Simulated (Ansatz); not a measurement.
Ideal-gas functions of `OB[SiH]1SS1` at 298.15 K and 1 bar, from an Ansatz frequency run at PBE0-D4/def2-TZVP.

Molar mass 122.06 g/mol, point group Cs (symmetry number 1), electronic degeneracy 1, moments of inertia 96.919, 359.649, 408.131 u Å². Harmonic wavenumbers (cm⁻¹, unscaled): 45, 110, 172, 271, 448, 453, 567, 597, 624, 665, 757, 874, 974, 1169, 1369, 2239, 2594, 3846.

Use S(trans) = R[1.5 ln M + 2.5 ln T − 1.1517]; rotational temperatures θ = 24.2544 K / I; S(rot) = R[ln(√π/σ · √(T³/θAθBθC)) + 1.5]; for each mode x = 1.438777 ν̃/T, S = R[x/(eˣ − 1) − ln(1 − e⁻ˣ)] and H = RT x/(eˣ − 1); 1 cm⁻¹ = 0.0119627 kJ/mol; R = 8.31446 J/(mol·K).

Q: By hand: the entropy, in J/(mol·K).

A: Translation 168.8. Rotation: θ = 0.2503, 0.0674, 0.0594 K, giving 117.0. Vibration, mode by mode: 21.03, 13.68, 10.10, 6.65, 3.35, 3.29, 2.13, 1.90, 1.72, 1.47, 1.03, 0.65, 0.43, 0.20, 0.09, 0.00, 0.00, 0.00, in all 67.7. Electronic 0.0. Sum 353.5 J/(mol·K).

Q: By hand: H − E and G − E in kJ/mol, counted from the electronic energy.

A: Zero-point energy ½ × 17774 × 0.0119627 = 106.3; thermal vibration 10.5; translation, rotation and pV give 4 RT = 9.9. H − E = 126.7 kJ/mol, and G − E = 126.7 − 298.15 × 353.5/1000 = 21.3 kJ/mol.

Vibration gives 19 % of the entropy, 34.7 J/(mol·K) of it from the modes under 150 cm⁻¹: soft modes count most, and the harmonic formula is weakest for them. The sum counts one conformer and one mirror image; others add a mixing term.
